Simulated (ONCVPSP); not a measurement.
**Logarithmic derivatives: zirconium, ONCV**

ONCVPSP 4.0.1 input, shortened (lines: element, Z, core and valence counts, functional; n l f; lmax; l rc ep ncon nbas qcut; lloc lpopt rc5 dvloc0; l nproj debl; icmod fcfact rcfact), PBEsol, scalar-relativistic:

```
  Zr 40.00    6    4  -116133      upf
    1    0    2.00
    2    0    2.00
    2    1    6.00
    3    0    2.00
    3    1    6.00
    3    2   10.00
    4    0    2.00
    4    1    6.00
    4    2    3.00
    5    0    1.00
    2
    0    2.05    0.00    4    8    6.40
    1    1.40    0.00    4    9    4.70
    2    2.95    0.00    5   10    6.30
    4    2    1.10    0.00
    0    2    3.50
    1    2    2.40
    2    3    0.60
    3    2.25    1.70
```

The phase is arctan(r·R′/R) of the radial function R(r), unwrapped; energies in Ha, scanned from -3 to 5 Ha. A pole is an energy at which the radial function vanishes at the test radius. The pseudo phase is shifted by a multiple of π to meet the all-electron one at the reference energy, and phase errors are pseudo minus all-electron; the curves can meet again beyond the range given. Levels narrower than the energy grid can be missing from the lists of poles.

Problem. For each channel, where are the poles, and over which energies does the pseudopotential scatter like the atom?

Solution.

```
channel  radius (bohr)  reference energy (Ha)  poles, all-electron  poles, pseudo  unbroken range about the reference energy with phases within 0.05 rad  phase error 1 Ha above the reference energy (rad)
      s           2.08                  -0.14          -1.70, 3.91    -1.70, 3.75                                                              below 4.8                                             -0.002
      p           1.42                  -1.12                 1.56           1.56                                                        the whole range                                             -0.000
      d           3.00                  -0.09           0.14, 2.35     0.14, 2.35                                                        the whole range                                             +0.000
```

Phases in the s channel:

```csv
E (Ha),all-electron,pseudo
-2.98,1.185,1.185
-2.76,1.111,1.111
-2.54,0.962,0.962
-2.32,0.515,0.515
-2.10,-0.806,-0.806
-1.88,-1.408,-1.408
-1.66,-1.595,-1.595
-1.44,-1.691,-1.691
-1.22,-1.759,-1.759
-1.00,-1.818,-1.818
-0.78,-1.878,-1.878
-0.56,-1.947,-1.947
-0.34,-2.033,-2.033
-0.12,-2.153,-2.153
0.10,-2.334,-2.334
0.32,-2.621,-2.621
0.54,-3.054,-3.055
0.76,-3.542,-3.544
0.98,-3.913,-3.915
1.20,-4.145,-4.147
1.42,-4.291,-4.294
1.64,-4.389,-4.392
1.86,-4.458,-4.461
2.08,-4.510,-4.513
2.30,-4.551,-4.554
2.52,-4.584,-4.588
2.74,-4.611,-4.616
2.96,-4.635,-4.640
3.18,-4.655,-4.662
3.40,-4.674,-4.682
3.62,-4.691,-4.701
3.84,-4.707,-4.720
4.06,-4.723,-4.739
4.28,-4.738,-4.760
4.50,-4.753,-4.784
4.72,-4.768,-4.813
4.94,-4.785,-4.853
```
